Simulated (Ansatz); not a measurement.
```yaml
crystal:
  periodic: [false, false, false]
  atoms:
    - {symbol: Cl, position_ang: [1.174740, 0.770543, -2.681091]}
    - {symbol: Ga, position_ang: [1.455873, 0.533890, -0.581745]}
    - {symbol: Cl, position_ang: [0.593304, -1.566410, -0.017228]}
    - {symbol: Ga, position_ang: [-1.319859, -0.533032, 0.846755]}
    - {symbol: Cl, position_ang: [-2.861308, -0.781074, -0.603992]}
    - {symbol: Cl, position_ang: [-0.363877, 1.567837, 0.464096]}
    - {symbol: H, position_ang: [2.752600, 0.808305, 0.209945]}
    - {symbol: H, position_ang: [-1.431484, -0.800049, 2.363261]}
basis:
  gaussian: {orbitals: def2-TZVP, nuclear_model: gaussian}
hamiltonian: {xc: {name: B3LYP}, dispersion: d3bj}
```

```sh
$ ansatz run in.yaml --threads 4 --pin off --events-out ev --progress --plain --max-ram 11315MiB
```

Output, abridged:

```
Functional definition: B3LYP
1946 factors; their error is unknown
mean field evaluation 1: about -154888.3527 eV, gradient 4.3e1 eV
mean field evaluation 2: about -154886.4559 eV, gradient 6.2e1 eV
mean field evaluation 4: about -154890.8647 eV, gradient 1.3e0 eV
mean field evaluation 8: about -154891.2755 eV, gradient 5.9e-2 eV
mean field -154891.27550822 eV, -5692.1493858498 hartree, gradient 3.5e-5 eV, S^2 0.000000; 0 other end points of the search recorded, 0 dependent functions left out
reference -154891.27582403 eV, -5692.1493974556 hartree; 66, 66 occupied and 190, 190 virtual orbitals, 1946 factors
Total energy: -154891.91958834 eV, -5692.1730553574 hartree
```

Hardware: 4 threads of an Arm Neoverse V2 on a shared host. Wall time 7.5 s, peak host memory 1.1 GiB.
